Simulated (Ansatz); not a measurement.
Ideal-gas functions of CH₄BF₂Ga, SMILES `FB[CH2][GaH][F]` at 500 K and 1 bar, from an Ansatz frequency run at PBE0-D4/def2-TZVP.

Molar mass 134.57 g/mol, point group C1 (symmetry number 1), electronic degeneracy 1, moments of inertia 75.04, 315.719, 352.854 u Å². Harmonic wavenumbers (cm⁻¹, unscaled): 22, 70, 155, 195, 387, 454, 546, 598, 676, 759, 850, 945, 989, 1061, 1123, 1343, 1419, 2025, 2596, 3066, 3146.

Use S(trans) = R[1.5 ln M + 2.5 ln T − 1.1517]; rotational temperatures θ = 24.2544 K / I; S(rot) = R[ln(√π/σ · √(T³/θAθBθC)) + 1.5]; for each mode x = 1.438777 ν̃/T, S = R[x/(eˣ − 1) − ln(1 − e⁻ˣ)] and H = RT x/(eˣ − 1); 1 cm⁻¹ = 0.0119627 kJ/mol; R = 8.31446 J/(mol·K).

Problem. By hand: the entropy, in J/(mol·K).

Solution. Translation 180.7. Rotation: θ = 0.3232, 0.0768, 0.0687 K, giving 121.2. Vibration, mode by mode: 31.26, 21.65, 15.10, 13.23, 7.84, 6.66, 5.36, 4.76, 3.98, 3.30, 2.68, 2.16, 1.96, 1.66, 1.44, 0.86, 0.72, 0.17, 0.04, 0.01, 0.01, in all 124.8. Electronic 0.0. Sum 426.7 J/(mol·K).

Problem. By hand: H − E and G − E in kJ/mol, counted from the electronic energy.

Solution. Zero-point energy ½ × 22425 × 0.0119627 = 134.1; thermal vibration 28.6; translation, rotation and pV give 4 RT = 16.6. H − E = 179.3 kJ/mol, and G − E = 179.3 − 500 × 426.7/1000 = -34.0 kJ/mol.

Vibration gives 29 % of the entropy, 52.9 J/(mol·K) of it from the modes under 150 cm⁻¹: soft modes count most, and the harmonic formula is weakest for them. The sum counts one conformer and one mirror image; others add a mixing term.
